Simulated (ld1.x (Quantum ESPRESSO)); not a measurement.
## An all-electron radial function and its pseudo partner (Li)

Columns: radius, all-electron u(r) and pseudo u(r) of the 2s shell (level -4.09 eV) of lithium in the configuration [He] 2s0.75 2p0; PBE, non-relativistic, RRKJ scheme, ld1.x (Quantum ESPRESSO) 7.5.

| r (bohr) | all-electron | pseudo |
| --- | --- | --- |
| 0.210 | 0.1903 | -0.0304 |
| 0.420 | 0.1823 | -0.0626 |
| 0.630 | 0.1002 | -0.0984 |
| 0.840 | -0.0046 | -0.1396 |
| 1.050 | -0.1098 | -0.1872 |
| 1.260 | -0.2057 | -0.2413 |
| 1.470 | -0.2884 | -0.2998 |
| 1.680 | -0.3568 | -0.3584 |
| 1.890 | -0.4120 | -0.4120 |
| 2.100 | -0.4566 | -0.4566 |
| 2.310 | -0.4907 | -0.4907 |
| 2.520 | -0.5147 | -0.5147 |
| 2.730 | -0.5294 | -0.5294 |
| 2.940 | -0.5358 | -0.5358 |
| 3.150 | -0.5350 | -0.5350 |
| 3.360 | -0.5281 | -0.5281 |
| 3.570 | -0.5161 | -0.5161 |
| 3.780 | -0.5001 | -0.5001 |
| 3.990 | -0.4809 | -0.4809 |
| 4.200 | -0.4595 | -0.4595 |
| 4.410 | -0.4367 | -0.4367 |
| 4.620 | -0.4130 | -0.4130 |
| 4.830 | -0.3890 | -0.3890 |
| 5.040 | -0.3651 | -0.3651 |
| 5.250 | -0.3416 | -0.3416 |
| 5.460 | -0.3187 | -0.3187 |

Problem. How many radial nodes do the two functions have?

Solution. The all-electron 2s function has n − l − 1 = 1; the pseudo-wave has 0, since the states of the same l below it are removed with the core.

Problem. At about which radius was the pseudo-wave matched?

Solution. 2.35 bohr. The columns agree to 0.0005 from 1.89 bohr on; several derivatives are matched, so the curves merge somewhat inside the radius.

Problem. Is the pseudo-wave norm-conserving?

Solution. Yes: the RRKJ scheme keeps the norm inside the radius equal to the all-electron one, which fixes the energy derivative of the logarithmic derivative at the level.
